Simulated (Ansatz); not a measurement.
Cartesian coordinates (Å):
```xyz
8

Y     -0.3404    -0.2485     0.1196
F     -0.0708    -0.7149    -1.8212
N     -1.6602     1.3428     0.7090
H     -1.8568     1.6472     1.6654
H     -2.2238     1.9566     0.1172
N      0.6834    -1.3228     1.6750
H      1.3420    -2.0993     1.5872
H      0.6071    -1.1557     2.6812
```
Charge 0, spin multiplicity 1.

The numbers are results of Ansatz (a program for electronic structure) with frozen-core CCSD(T)/def2-TZVPP // r2SCAN-D4/def2-SVP, not measurements.

```yaml
HF energy: -248.81286 Ha
MP2 correlation energy: -0.95446 Ha
```

**Question.** Estimate the CCSD correlation energy, the (T) correction, the total energy and the T1 diagnostic.

**Answer.** 
* **CCSD correlation energy**: -0.96848 Ha
* **(T) correction**: -0.03424 Ha
* **CCSD(T) total energy**: -249.81558 Ha
* **T1 diagnostic**: 0.013
